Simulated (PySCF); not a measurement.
Vertical excitations of a molecule C4H5FO from TDDFT-PBE/def2-SVPD in PySCF 2.14.0, as energy in eV (oscillator strength): 4.13 (0.000), 5.72 (0.028), 6.00 (0.024), 6.26 (0.129), 6.41 (0.019), 6.84 (0.028), 7.06 (0.015), 7.16 (0.012), 7.53 (0.009), 7.76 (0.004). Lowest triplet (TDA): 3.53 eV. Geometry: B3LYP-D3(BJ)/def2-SVP. The values are those of a single conformer.

### Question
Identify the compound among the candidates.
A) O=C1CC[C@@H]1F
B) CC1=C(F)CO1
C) O=C[C@@H]1C[C@H]1F
D) C=C=C(F)OC

### Answer
C, O=C[C@@H]1C[C@H]1F
